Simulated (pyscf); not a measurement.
## O=B–BH–OH (SMILES O=BBO), singlet

Gas-phase minimum from PySCF at ωB97X-D3(BJ)/def2-SVP, one conformer. O=B–BH–OH lies 15.8 kcal/mol over its isomer H₂B–O–B=O (electronic energy, ωB97M-D3(BJ)/def2-TZVP). 

```xyz
6

O      1.8427     2.0127     0.0454
B      1.0919     1.0941    -0.1691
B      0.0184    -0.2081    -0.4512
O     -0.7990    -0.6796     0.5105
H     -0.0395    -0.7484    -1.5287
H     -0.7310    -0.2296     1.3611
```
Charge 0, spin multiplicity 1.

Bond lengths (Å): O1–B2 1.206, B2–B3 1.711, B3–O4 1.347, B3–H5 1.207, O4–H6 0.965. Angles (°): O1–B2–B3 179.2, B2–B3–O4 122.0, B2–B3–H5 121.2, O4–B3–H5 116.8, B3–O4–H6 115.0.

Properties at ωB97X-D3(BJ)/def2-SVP:

```
Property                                                                                                                                                                               Value
---------------------------------------------------------------------------------------------------------------------  ---------------------------------------------------------------------
Harmonic wavenumbers, unscaled                                                                                         177, 302, 513, 695, 713, 884, 1018, 1178, 1408, 2067, 2655, 3893 cm⁻¹
Zero-point energy                                                                                                                                                              22.2 kcal/mol
Rotational symmetry number                                                                                                                                                                 1
Entropy of this conformer at 298 K and 1 atm, rigid rotor and harmonic oscillator, modes under 100 cm⁻¹ raised to 100                                                        280.5 J/(mol K)
Dipole moment                                                                                                                                                                         2.46 D
```

Single-point totals, which compare only within one level (frozen core for MP2 and CC):

```csv
level,total energy (hartree)
ωB97X-D3(BJ)/def2-TZVP,-201.57294
PBE/def2-TZVP,-201.27581
r²SCAN/def2-TZVP,-201.40553
B3LYP-D3(BJ)/def2-TZVP,-201.53381
PBE0-D3(BJ)/def2-TZVP,-201.28247
M06-2X/def2-TZVP,-201.44120
ωB97M-D3(BJ)/def2-TZVP,-201.57317
HF/def2-TZVPP,-200.43170
MP2/def2-TZVPP,-201.08753
CCSD/def2-TZVPP,-201.09922
CCSD(T)/def2-TZVPP,-201.12716
```

Soft torsions are taken as harmonic, which can shift the entropy by several J/(mol K). The CCSD(T) − MP2 part came from Ansatz, without density fitting, on the same reference.
